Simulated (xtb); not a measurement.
CH3ClMgS, SMILES C[S][Mg][Cl]. All values are semi-empirical tight-binding results from xtb (GFN2-xTB unless named), good for trends rather than for accurate numbers. Coordinates come from a GFN2-xTB optimisation. One conformer was computed; it need not be the lowest.

Optimised geometry:

Bonded distances (Å): Mg1–Cl2 2.149, Mg1–S3 2.325, S3–C4 1.822, C4–H5 1.090, C4–H6 1.087, C4–H7 1.090. Angles (°): Cl2–Mg1–S3 125.1, Mg1–S3–C4 95.9, S3–C4–H5 110.1, S3–C4–H6 106.1, S3–C4–H7 110.2, H5–C4–H6 109.8, H5–C4–H7 110.8, H6–C4–H7 109.8.
Charge 0, spin multiplicity 1.

For metal compounds this method's bond lengths and energies can be far off.

- orbital gap: 1.70 eV
- zero-point energy: 24.1 kcal/mol
- G − E(el) at 298.15 K (modified RRHO): 3.8 kcal/mol

Question: Give the atomic charges and the Wiberg bond orders between heavy atoms. (Estimate from the structure and the level; the computed values follow.)

Answer: charges (e) Mg1 0.47, Cl2 -0.33, S3 -0.29, C4 -0.05, H5 0.07, H6 0.07, H7 0.07. Bond orders Mg1–Cl2 0.94, Mg1–S3 0.93, S3–C4 1.01.
